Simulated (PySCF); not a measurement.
Compound: o-toluic acid, C₈H₈O₂.
Z-matrix (Å and degrees, PBE0-D3(BJ)/def2-SVP geometry), rows numbered from 1:
```
C 
C   1  1.4994
C   2  1.4001  1  118.90
C   3  1.3916  2  122.08  1  -179.98
C   4  1.3932  3  119.98  2     0.05
C   5  1.3884  4  119.20  3    -0.11
C   6  1.4027  5  121.07  4     0.06
C   7  1.4848  2  120.88  1    -0.22
O   8  1.2077  7  125.88  2     0.29
O   8  1.3441  7  112.95  2  -179.63
H   1  1.0997  2  111.42  3  -119.38
H   1  1.0988  2  110.17  3     1.68
H   1  1.0988  2  111.57  3   123.12
H   3  1.0930  2  118.47  1    -0.03
H   4  1.0928  3  119.74  2  -180.00
H   5  1.0920  4  120.63  3   179.93
H   6  1.0902  5  120.34  4  -179.93
H  10  0.9686  8  105.59  7  -179.91
```

Method: PBE0-D3(BJ)/def2-SVP geometry optimisation, gas phase (PySCF).

Take the most abundant isotopes and a rigid rotor. The values belong to one conformer with, in the numbering `[CH3:1][c:2]1[cH:3][cH:4][cH:5][cH:6][c:7]1[C:8](=[O:9])[OH:10]`, C6–C7–C8–O9 180°, C7–C8–O10–H 180°.

(1) What are A, B and C (GHz)?

(2) Classify the top.

(3) Is it planar, by Δ = Ic − Ia − Ib?

(4) Give the other two planar moments, Paa and Pbb, and the rms extents of the mass along the axes.

(5) Give the coordinates in the principal-axis frame, origin at the centre of mass.

(6) Where do the levels up to J = 2 lie, in MHz?

(7) Which types of transition are allowed, and where do some lines up to J = 5 fall?

## Answers

(1) Ia = 226.58, Ib = 415.86, Ic = 639.36 u·Å²; 505379 MHz·u·Å²/I gives 2230, 1215 and 790.4 MHz, that is A = 2.2305, B = 1.2153, C = 0.7904 GHz.

(2) An asymmetric top. Ray's parameter κ = (2B − A − C)/(A − C) = -0.410; −1 is the prolate and +1 the oblate limit.

(3) Not planar: Δ = Ic − Ia − Ib = -3.08 u·Å². For a rigid frame Δ = −2 Σ m c², so Σ m c² = 1.54 u·Å² lies off the ab plane, practically all of it from hydrogen. The atom farthest from that plane is 0.89 Å away.

(4) Paa = Σ m a² = (Ib + Ic − Ia)/2 = 414.32 and Pbb = Σ m b² = (Ia + Ic − Ib)/2 = 225.04 u·Å². With the mass M = 136.05 u, the rms extents √(P/M) along a, b and c are 1.75, 1.29, 0.11 Å.

(5) The sense of each axis is arbitrary; atoms in the order of the calculation.
```
atom  mass (u)   a (Å)   b (Å)   c (Å)
  C1    12.000  -0.085  -2.356   0.001
  C2    12.000   0.560  -1.002   0.001
  C3    12.000   1.957  -0.918  -0.003
  C4    12.000   2.625   0.303  -0.003
  C5    12.000   1.899   1.492   0.002
  C6    12.000   0.512   1.440   0.004
  C7    12.000  -0.166   0.212   0.003
  C8    12.000  -1.651   0.212   0.000
  O9    15.995  -2.359  -0.766   0.002
 O10    15.995  -2.175   1.450  -0.005
 H11     1.008  -0.713  -2.501  -0.890
 H12     1.008   0.683  -3.141   0.028
 H13     1.008  -0.761  -2.481   0.858
 H14     1.008   2.535  -1.846  -0.005
 H15     1.008   3.717   0.324  -0.006
 H16     1.008   2.412   2.457   0.003
 H17     1.008  -0.074   2.359   0.006
 H18     1.008  -3.135   1.326  -0.005
```

(6) Above 0(0,0):
J = 1: 1(0,1) 2006, 1(1,1) 3021, 1(1,0) 3446
J = 2: 2(0,2) 5909, 2(1,2) 6608, 2(1,1) 7882, 2(2,1) 10928, 2(2,0) 11035

(7) The dipole components are |μa| = 1.00 D, |μb| = 0.96 D, |μc| = 0.01 D. Intensities carry the squares of the components, which stand as 1.00 : 0.93 : 0.00 (a : b : c). Some lines, for components of 0.1 D or more:

```csv
type,branch,"J(Ka,Kc)",MHz,lower level (cm⁻¹)
b,Q,"2(1,1) ← 2(0,2)",1973,0.197
b,R,"5(3,2) ← 4(4,1)",2248,1.327
b,Q,"3(1,2) ← 3(0,3)",2924,0.385
b,R,"4(2,2) ← 3(3,1)",3053,0.772
b,Q,"2(2,0) ← 2(1,1)",3154,0.263
b,Q,"5(2,3) ← 5(1,4)",3753,1.117
b,R,"2(1,2) ← 1(0,1)",4602,0.067
b,R,"3(0,3) ← 2(1,2)",4926,0.220
a,R,"3(0,3) ← 2(0,2)",5625,0.197
a,R,"3(2,1) ← 2(2,0)",6410,0.368
a,R,"4(1,4) ← 3(1,3)",7000,0.398
b,R,"4(1,4) ← 3(0,3)",7393,0.385
b,Q,"4(4,0) ← 4(3,1)",8328,1.049
b,R,"5(1,4) ← 4(2,3)",8615,0.830
a,R,"5(0,5) ← 4(0,4)",8746,0.625
b,R,"3(2,2) ← 2(1,1)",9063,0.263
b,R,"3(2,1) ← 2(1,2)",10837,0.220
a,R,"5(2,3) ← 4(2,2)",11054,0.874
b,R,"5(2,4) ← 4(1,3)",11617,0.769
b,R,"3(3,0) ← 2(2,1)",12234,0.365
b,R,"4(3,2) ← 3(2,1)",13894,0.582
b,R,"5(3,3) ← 4(2,2)",15395,0.874
b,R,"4(4,1) ← 3(3,0)",16623,0.773
```

No frequency check. Zero-point vibration and centrifugal distortion are left out. A rigid rotor knows nothing of internal rotation, which can split or shift real lines.
